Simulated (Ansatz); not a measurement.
`CC(S)BO` + CH₄ → `CC(C)BO` + H₂S  (formal exchange of groups at a C–S bond)

Gas-phase electronic energies from Ansatz, PBE0-D4/def2-TZVP geometries. CCSD(T)/CBS is the MP2 limit (def2-TZVPP, def2-QZVPP) plus CCSD(T) − MP2 in def2-TZVPP, frozen cores. This one scheme is used for every species. Functionals use def2-TZVPP. B3LYP here is the variant with VWN-RPA as its local correlation; programs differ in this. Each species was taken in one conformer, which may not be the lowest.

| level | ΔE (kJ/mol) |
| --- | --- |
| PBE-D4 | 15.8 |
| r2SCAN-D4 | 14.8 |
| B2PLYP | 9.3 |
| B3LYP | 8.4 |

(1) What does CCSD(T)/CBS give? (Estimate.)

Largest T1 diagnostic among the species: 0.012.

Answers

(1) The calculation gave: +8.5 kJ/mol. The listed levels differ from it by 7.3, 6.3, 0.8, -0.1 kJ/mol.

In def2-TZVPP, CCSD(T) changes the Hartree–Fock value by +7.6 kJ/mol (the triples alone add +3.4 kJ/mol) and MP2 by +11.5 kJ/mol. The D4 term adds +3.9 kJ/mol with B3LYP and +1.8 kJ/mol with PBE0; it sums over pairs of atoms, weighted by their polarisabilities, and B3LYP, whose exchange is more repulsive, gets the larger term.
